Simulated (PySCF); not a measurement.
C2H5ITe, SMILES CC[Te]I.

The structure is a stationary point at PBE0-D3(BJ)/def2-SVP. The def2 effective core potentials stand for the cores of I, Te; spin–orbit coupling is left out. One conformer was computed; it need not be the lowest.

Two levels are set side by side: TDDFT-PBE/def2-SVPD (PySCF) and TDDFT-LC-ωPBE/def2-SVPD (PySCF). Vertical, same geometry. The lowest singlet is HOMO→LUMO 101 % with PBE and HOMO→LUMO 97 % with the other functional; states are paired by order. Differences are taken from unrounded values.

```json
[
 {"quantity": "lowest singlet excitation (eV)", "TDDFT-LC-ωPBE": "2.20"},
 {"quantity": "lowest triplet excitation (TDA) (eV)", "TDDFT-LC-ωPBE": "1.58"}
]
```

Question: What does TDDFT-PBE give, and how far is it from TDDFT-LC-ωPBE? (An estimate is asked for; the answer gives what the named calculation found.)

Answer: 
```tsv
quantity	TDDFT-PBE	TDDFT-PBE minus TDDFT-LC-ωPBE
lowest singlet excitation (eV)	1.89	-0.32
lowest triplet excitation (TDA) (eV)	1.34	-0.24
```

A lower first singlet is the usual sign of a functional without exact exchange. Differences between two approximate levels are no errors against the true value.

Rough cost on one machine, each run with all the roots and properties that it gave: TDDFT-LC-ωPBE against TDDFT-PBE about 6 times.
